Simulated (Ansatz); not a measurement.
AlH8NO2Si2, SMILES `[NH2][Al]([O][SiH3])[O][SiH3]` from Hartree–Fock to CCSD(T)

```xyz
14

N    -2.4040   -1.2716   -0.2043
Al   -0.8593   -0.4556   -0.0745
O    -0.6070    0.9838   -0.9008
Si    0.0728    2.3369   -1.4818
O     0.3555   -1.1189    0.8753
Si    1.7656   -1.3647    1.6381
H    -3.1798   -0.9390   -0.7511
H    -2.6337   -2.1352    0.2570
H     0.0749    2.3054   -2.9688
H     1.4773    2.4722   -1.0071
H    -0.6978    3.5263   -1.0299
H     1.5730   -1.2575    3.1093
H     2.2829   -2.7227    1.3214
H     2.7797   -0.3595    1.2172
```

Total charge 0; spin multiplicity 1. Geometry: relaxed with PBE0-D4/def2-TZVP. It is one conformer, not always the lowest. Frozen core, restricted reference, Ansatz 0.2.0. CBS rows extrapolate triple and quadruple zeta; past MP2 they add the triple-zeta difference.

```json
{"basis": "def2-SVP", "HF (Eh)": "-1028.44763", "MP2 corr.": "-0.78954", "CCSD corr.": "-0.85000", "(T)": "-0.01811", "CCSD(T) total": "-1029.31574"}
{"basis": "def2-TZVPP", "HF (Eh)": "?", "MP2 corr.": "-1.00437", "CCSD corr.": "?", "(T)": "-0.03576", "CCSD(T) total": "?"}
{"basis": "def2-QZVPP", "HF (Eh)": "-1029.05063", "MP2 corr.": "?", "CCSD corr.": "–", "(T)": "–", "CCSD(T) total": "–"}
{"basis": "CBS(def2)", "HF (Eh)": "-1029.05580", "MP2 corr.": "?", "CCSD corr.": "-1.19285", "(T)": "as TZ", "CCSD(T) total": "?"}
```

Problem. Fill in the withheld values. (Estimate.)

Solution. Ansatz gave: def2-TZVPP HF (Eh): -1029.01306; def2-TZVPP CCSD corr.: -1.05620; def2-TZVPP CCSD(T) total: -1030.10502; def2-QZVPP MP2 corr.: -1.08287; CBS(def2) MP2 corr.: -1.14102; CBS(def2) CCSD(T) total: -1030.28441.
